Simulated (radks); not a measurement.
Results of a calculation; reference values are marked as such.
Coulomb parameter of the 3d shell of the zinc ion Zn2+ in the model configuration [Ar] 3d8.5 4s1.5, as a second difference U = [E(n + 0.5) + E(n - 0.5) - 2 E(n)] / (0.5)^2 with all orbitals relaxed. "Bare": the charge of the atom changes with n. "Screened": the 4s shell takes up the change at fixed total charge, which measures U(3d,3d) + U(4s,4s) - 2 U(3d,4s). Code: a radial shooting solver on a logarithmic mesh with Libxc functionals. Model: scalar-relativistic Kohn-Sham, r2SCAN, spin-unpolarised, spherical densities, finite nucleus; meta-GGA in the generalised Kohn-Sham scheme; Fermi nuclear charge, rms radius 3.9283 fm.

case,configuration,E - E(n) (eV)
start,[Ar] 3d8.5 4s1.5,0.000
bare +0.5,[Ar] 3d9 4s1.5,-18.669
bare -0.5,[Ar] 3d8 4s1.5,23.796
screened +0.5,[Ar] 3d9 4s1,-7.218
screened -0.5,[Ar] 3d8 4s2,8.530

U(bare) = 20.509 eV, U(screened by 4s) = 5.249 eV, against the Slater integral F0(3d,3d) = 31.151 eV with frozen orbitals.
